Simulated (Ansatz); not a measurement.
WBr₆⁺. The state is a doublet with charge 1. Geometry PBE-D4/def2-SVP; atoms count from 1.

Cartesian coordinates in Å:
```
W 0.122 -0.198 -0.160
Br -1.845 1.556 0.077
Br 2.084 -1.434 0.429
Br -1.333 -1.798 0.978
Br 1.450 1.615 -1.119
Br 0.166 1.158 2.112
Br -0.645 -0.899 -2.316
```

In the def2 sets W takes a core potential; there is no spin–orbit coupling. In the charge 1 doublet, Br2 and Br6 lie 2.89 Å apart (atoms count from 1), so these atoms are partly bonded to each other.

**Question.** Estimate the Mulliken populations from the PBE/def2-SVP orbitals of Ansatz.

**Answer.** 
```tsv
atom	charge (e)	spin (α − β)	d electrons
W1	0.31	-0.03	4.52
Br2	0.12	0.52	–
Br3	0.11	0.01	–
Br4	0.11	-0.01	–
Br5	0.11	-0.01	–
Br6	0.12	0.52	–
Br7	0.12	0.01	–
```
Mulliken values depend strongly on the basis.

**Question.** Where does the spin sit?

**Answer.** Summed by element: W -0.03, Br 1.03, of 1 unpaired in all. Largest on single atoms: Br6 0.52, Br2 0.52, W1 -0.03.

**Question.** And the Mayer bond orders between heavy atoms (over 0.3)?

**Answer.** W1–Br2 0.79 (2.65 Å); W1–Br3 1.35 (2.39 Å); W1–Br4 1.34 (2.44 Å); W1–Br5 1.34 (2.44 Å); W1–Br6 0.78 (2.65 Å); W1–Br7 1.35 (2.39 Å); Br2–Br6 0.46 (2.89 Å).
